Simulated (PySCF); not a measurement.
Computed shifts of a molecule CH8FN3Si, PBE/pcSseg-1 in PySCF, GIAO, gas phase, atoms alike by connectivity averaged where their shifts nearly agree, in ppm (number of nuclei): ¹⁵N: 30.9 (1), 30.0 (1), 28.1 (1). ²⁹Si: -31.0 (1). ¹³C: 83.6 (1). ¹⁹F: -327.7 (1). ¹H: 4.65 (2), 1.41 (1), 0.64 (1), 0.55 (2), 0.43 (1), 0.08 (1). References: ¹⁵N against NH3 (σ = 267.0 ppm); ²⁹Si against TMS (σ = 335.4 ppm); ¹³C against TMS (σ = 182.0 ppm); ¹⁹F against CFCl3 (σ = 133.6 ppm); ¹H against TMS (σ = 31.49 ppm), references at their B3LYP-D3(BJ)/def2-TZVP geometries, non-relativistic. Geometry: PBE0-D3(BJ)/def2-SVP. The values are those of a single conformer.

Problem. Which structure fits?
A. NC[Si](N)(N)F
B. CN[Si](N)(N)F
C. N[Si](N)(N)CF

Solution. C, N[Si](N)(N)CF
